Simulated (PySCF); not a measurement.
C3H5FOSi, SMILES F[Si@H]1C=CCO1.

Geometry optimised at PBE-D3(BJ)/def2-SVP. The structure was generated by enumeration; whether it is a known compound was not checked. The values are those of a single conformer.

Level of theory: PBE-D3(BJ)/def2-SVP in PySCF.

Frequencies are harmonic and unscaled.

Computed normal modes with their intensities:
```csv
mode,ν (cm⁻¹),IR (km/mol),moving atoms (share of kinetic energy)
1,131,2.7,"F 32 %, C 26 %, O 20 %, H 17 %"
2,212,2.7,"F 39 %, C 23 %, H 20 %, Si 13 %"
3,303,14.1,"O 31 %, H 22 %, F 19 %, C 17 %, Si 11 %"
4,388,4.3,"C 51 %, H 21 %, F 14 %"
5,499,38.7,"Si 42 %, C 26 %, O 22 %, H 8 %"
6,648,37.9,"H 81 %, C 16 %"
7,671,9.4,"C 60 %, Si 18 %, O 12 %, H 9 %"
8,688,11.2,"H 75 %, C 17 %"
9,754,38.2,"O 35 %, C 22 %, Si 19 %, F 14 %, H 10 %"
10,833,66.4,"H 56 %, Si 13 %, C 11 %, O 11 %, F 10 %"
11,846,52.6,"H 50 %, C 20 %, Si 14 %, F 12 %"
12,901,31.4,"C 51 %, H 36 %"
13,910,177.0,"Si 37 %, H 24 %, F 21 %, C 14 %"
14,943,2.9,"H 81 %, C 18 %"
15,983,3.6,"H 55 %, C 44 %"
16,1026,97.0,"H 68 %, C 15 %, O 14 %"
17,1124,78.3,"C 39 %, H 31 %, O 30 %"
18,1180,2.4,H 92 %
19,1268,10.7,"H 67 %, C 31 %"
20,1312,1.3,"H 59 %, C 39 %"
21,1407,6.0,H 93 %
22,1585,32.3,C 93 %
23,2226,139.7,H 97 %
24,2929,38.0,H 95 %
25,2963,17.2,"H 90 %, C 10 %"
26,3086,10.3,"H 92 %, C 8 %"
27,3151,0.8,"H 91 %, C 9 %"
```
